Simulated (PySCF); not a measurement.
C₄H₈Ge, SMILES [CH]([GeH2][CH]=C)=C.

Coordinates come from a r2SCAN-D4/def2-SVP optimisation. One conformer was computed; it need not be the lowest.

Two levels are set side by side: PBE/def2-TZVP (PySCF) and ωB97X/def2-TZVP (PySCF). Same geometry, gas phase. Differences are taken from unrounded values.

| quantity | ωB97X | PBE | PBE minus ωB97X |
|---|---|---|---|
| orbital gap (eV) | 11.68 | 5.08 | -6.61 |
| highest occupied level (eV) | -10.07 | -6.61 | 3.45 |
| lowest empty level (eV) | 1.62 | -1.54 | -3.15 |
| dipole moment (D) | 0.58 | 0.60 | 0.02 |
| mean polarisability (bohr³) | 79.1 | 82.3 | 3.2 |

Without exact exchange PBE keeps part of each electron's self-repulsion, which lifts occupied levels and narrows the gap. PBE's more diffuse valence density responds more strongly to a field. Differences between two approximate levels are no errors against the true value.

Rough cost on one machine, each run with all the roots and properties that it gave: ωB97X against PBE within a factor of 2.
